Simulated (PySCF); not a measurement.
CHNO, triplet (typed; the unrestricted solution is spin-contaminated), geometry from GFN2-xTB (a higher spin typed on purpose: for a closed-shell molecule this is an excited state), with bond 4-1 at 2.0 times its length; HF/STO-3G in PySCF.

Here is a job for PySCF.
```python
from pyscf import gto, scf

mol = gto.Mole()
mol.atom = '''
    N    -1.09818464    0.24883739    0.18204870
    C     0.11446458   -0.30354462    0.21455972
    O     1.09913303    0.03243851   -0.41900695
    H    -2.48693368   -0.60904139    1.39866402
'''
mol.basis = 'sto-3g'
mol.spin = 2
mol.verbose = 4
mol.build()

mf = scf.UHF(mol)
mf.DIIS = scf.EDIIS
mf.kernel()
```

Output, abridged:

```
PySCF version 2.14.0

[INPUT] verbose = 4
[INPUT] num. atoms = 4
[INPUT] num. electrons = 22
[INPUT] charge = 0
[INPUT] spin (= nelec alpha-beta = 2S) = 2
[INPUT] symmetry False subgroup None
[INPUT] Mole.unit = angstrom
[INPUT] Symbol           X                Y                Z      unit          X                Y                Z       unit  Magmom
[...]
nuclear repulsion = 54.4401188947342
number of shells = 10
number of NR pGTOs = 48
number of NR cGTOs = 16
basis = sto-3g
ecp = {}

******** <class 'pyscf.scf.uhf.UHF'> ********
method = UHF
initial guess = minao
damping factor = 0
level_shift factor = 0
DIIS = <class 'pyscf.scf.diis.EDIIS'>
diis_start_cycle = 1
diis_space = 8
diis_damp = 0
SCF conv_tol = 1e-09
SCF conv_tol_grad = None
SCF max_cycles = 50
direct_scf = True
direct_scf_tol = 1e-13
number electrons alpha = 12  beta = 10
Set gradient conv threshold to 3.16228e-05
init E= -165.360672518108

cycle= 1 E= -165.090518094743  delta_E= 0.27  |g|= 0.466  |ddm|= 2.14
cycle= 2 E= -165.188574608064  delta_E= -0.0981  |g|= 0.414  |ddm|= 0.941
cycle= 3 E= -165.285738469579  delta_E= -0.0972  |g|= 0.0897  |ddm|= 0.473
cycle= 4 E= -165.29653682422  delta_E= -0.0108  |g|= 0.0676  |ddm|= 0.143
cycle= 5 E= -165.296536825291  delta_E= -1.07e-09  |g|= 0.0676  |ddm|= 1.73e-08
cycle= 6 E= -165.30232778908  delta_E= -0.00579  |g|= 0.0415  |ddm|= 0.0919
cycle= 7 E= -165.302327788168  delta_E= 9.12e-10  |g|= 0.0415  |ddm|= 2.78e-08
cycle= 8 E= -165.302327788733  delta_E= -5.65e-10  |g|= 0.0415  |ddm|= 1.72e-08
cycle= 9 E= -165.30232778975  delta_E= -1.02e-09  |g|= 0.0415  |ddm|= 3.1e-08
cycle= 10 E= -165.306178137653  delta_E= -0.00385  |g|= 0.0349  |ddm|= 0.0823
cycle= 11 E= -165.306178137653  delta_E= -5.68e-14  |g|= 0.0349  |ddm|= 1.78e-14
cycle= 12 E= -165.308908399129  delta_E= -0.00273  |g|= 0.0293  |ddm|= 0.0712
cycle= 13 E= -165.31000123177  delta_E= -0.00109  |g|= 0.0271  |ddm|= 0.0292
cycle= 14 E= -165.308908399129  delta_E= 0.00109  |g|= 0.0293  |ddm|= 0.0292
cycle= 15 E= -165.311435707762  delta_E= -0.00253  |g|= 0.0244  |ddm|= 0.0715
cycle= 16 E= -165.312883700609  delta_E= -0.00145  |g|= 0.0209  |ddm|= 0.05
cycle= 17 E= -165.311800346291  delta_E= 0.00108  |g|= 0.0235  |ddm|= 0.038
cycle= 18 E= -165.313656078347  delta_E= -0.00186  |g|= 0.019  |ddm|= 0.068
cycle= 19 E= -165.313158981968  delta_E= 0.000497  |g|= 0.0202  |ddm|= 0.0199
cycle= 20 E= -165.314596584711  delta_E= -0.00144  |g|= 0.0168  |ddm|= 0.0615
cycle= 21 E= -165.314596584711  delta_E=    0  |g|= 0.0168  |ddm|= 1.32e-13
cycle= 22 E= -165.314596584711  delta_E= 5.68e-14  |g|= 0.0168  |ddm|= 1.13e-13
cycle= 23 E= -165.315393862079  delta_E= -0.000797  |g|= 0.0157  |ddm|= 0.0397
cycle= 24 E= -165.315393862079  delta_E= 5.68e-14  |g|= 0.0157  |ddm|= 1.52e-14
cycle= 25 E= -165.315393862079  delta_E= -5.68e-14  |g|= 0.0157  |ddm|= 2.89e-14
cycle= 26 E= -165.316159322901  delta_E= -0.000765  |g|= 0.0156  |ddm|= 0.0403
cycle= 27 E= -165.316159322901  delta_E= 1.14e-13  |g|= 0.0156  |ddm|= 1.32e-14
cycle= 28 E= -165.316159322901  delta_E=    0  |g|= 0.0156  |ddm|= 4.6e-14
cycle= 29 E= -165.316991168574  delta_E= -0.000832  |g|= 0.0166  |ddm|= 0.0429
cycle= 30 E= -165.316991168574  delta_E=    0  |g|= 0.0166  |ddm|= 1.9e-14
cycle= 31 E= -165.316991168574  delta_E=    0  |g|= 0.0166  |ddm|= 1.19e-14
cycle= 32 E= -165.317970734299  delta_E= -0.00098  |g|= 0.0181  |ddm|= 0.0472
cycle= 33 E= -165.317970734299  delta_E= 5.68e-14  |g|= 0.0181  |ddm|= 1.75e-13
cycle= 34 E= -165.317970734299  delta_E= 5.68e-14  |g|= 0.0181  |ddm|= 9.86e-14
cycle= 35 E= -165.319155583885  delta_E= -0.00118  |g|= 0.0199  |ddm|= 0.0523
cycle= 36 E= -165.319155583885  delta_E= -5.68e-14  |g|= 0.0199  |ddm|= 2.95e-14
cycle= 37 E= -165.319155583885  delta_E=    0  |g|= 0.0199  |ddm|= 6.25e-14
cycle= 38 E= -165.320568152638  delta_E= -0.00141  |g|= 0.0215  |ddm|= 0.0573
cycle= 39 E= -165.320568152638  delta_E= -5.68e-14  |g|= 0.0215  |ddm|= 2.37e-14
cycle= 40 E= -165.320568152638  delta_E= 5.68e-14  |g|= 0.0215  |ddm|= 1.81e-14
cycle= 41 E= -165.322183254939  delta_E= -0.00162  |g|= 0.0227  |ddm|= 0.0614
cycle= 42 E= -165.322183254939  delta_E=    0  |g|= 0.0227  |ddm|= 1.52e-14
cycle= 43 E= -165.322183254939  delta_E= 1.14e-13  |g|= 0.0227  |ddm|= 1.5e-14
cycle= 44 E= -165.323923155768  delta_E= -0.00174  |g|= 0.0231  |ddm|= 0.0638
cycle= 45 E= -165.323923155768  delta_E= 5.68e-14  |g|= 0.0231  |ddm|= 7.93e-14
cycle= 46 E= -165.323923155768  delta_E= -5.68e-14  |g|= 0.0231  |ddm|= 7.63e-14
cycle= 47 E= -165.325669549793  delta_E= -0.00175  |g|= 0.0227  |ddm|= 0.0641
cycle= 48 E= -165.325669549793  delta_E=    0  |g|= 0.0227  |ddm|= 1.35e-14
cycle= 49 E= -165.325669549793  delta_E=    0  |g|= 0.0227  |ddm|= 1.69e-14
cycle= 50 E= -165.327293806162  delta_E= -0.00162  |g|= 0.0215  |ddm|= 0.0619
SCF not converged.
SCF energy = -165.327293806162 after 50 cycles  <S^2> = 2.5867302  2S+1 = 3.3685191
```

The run did not converge; its last values are not results.
